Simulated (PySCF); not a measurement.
**Electron correlation in Ar²⁺ (argon, charge +2)**

[Ne] 3s2 3p4, high-spin 3P determinant. Computed with PySCF 2.14 in cc-pVDZ-DK, with scalar relativity by spin-free X2C-1e. Frozen: [Ne]; 6 electrons correlated.

MP2 pair energies summed by pair of shells (mhartree):

| pair | energy | share (%) |
| --- | --- | --- |
| 3p-3p | -44.16 | 49.5 |
| 3s-3p | -38.36 | 43.0 |
| 3s-3s | -6.76 | 7.6 |

Total MP2 correlation energy: -89.27 mhartree.

Same-spin part -21.73 and opposite-spin part -67.54 mhartree; SCS-MP2 scales them by 1/3 and 6/5 to -88.30 mhartree.

| level | correlation energy (mhartree) |
| --- | --- |
| CCSD | -108.24 |
| (T) | -0.97 |
| CCSD(T) | -109.21 |

Diagnostics: T1 = 0.0055, D1 = 0.0188, largest double amplitude 0.050.

Cost of the coupled-cluster step: 0.09 s of wall time on 1 thread of Neoverse-V1 (shared host), for 6 correlated electrons.

Iterations:

```
CC2 = 0
CCSD nocc = (np.int64(4), np.int64(2)), nmo = (13, 13)
frozen orbitals [[0, 1, 2, 3, 4], [0, 1, 2, 3, 4]]
max_cycle = 100
direct = 0
conv_tol = 1e-08
conv_tol_normt = 1e-06
diis_space = 8
diis_start_cycle = 0
Init t2, MP2 energy = -0.0892743427557273
Init E_corr(UCCSD) = -0.089274342771138
cycle = 1  E_corr(UCCSD) = -0.104025574704215  dE = -0.0147512319  norm(t1,t2) = 0.0325217
cycle = 2  E_corr(UCCSD) = -0.107015266527732  dE = -0.00298969182  norm(t1,t2) = 0.00992629
cycle = 3  E_corr(UCCSD) = -0.108258025387224  dE = -0.00124275886  norm(t1,t2) = 0.00358556
cycle = 4  E_corr(UCCSD) = -0.108236441632213  dE = 2.1583755e-05  norm(t1,t2) = 0.000303907
cycle = 5  E_corr(UCCSD) = -0.108240067527634  dE = -3.62589542e-06  norm(t1,t2) = 5.61245e-05
cycle = 6  E_corr(UCCSD) = -0.108239676753434  dE = 3.907742e-07  norm(t1,t2) = 9.35835e-06
cycle = 7  E_corr(UCCSD) = -0.108239763753743  dE = -8.70003089e-08  norm(t1,t2) = 1.70783e-06
cycle = 8  E_corr(UCCSD) = -0.108239730200158  dE = 3.35535852e-08  norm(t1,t2) = 2.23275e-07
cycle = 9  E_corr(UCCSD) = -0.108239734908339  dE = -4.70818051e-09  norm(t1,t2) = 3.61809e-08
UCCSD converged
E(UCCSD) = -527.2047890519145  E_corr = -0.1082397349083387
UCCSD(T) correction = -0.00096867921082639
```
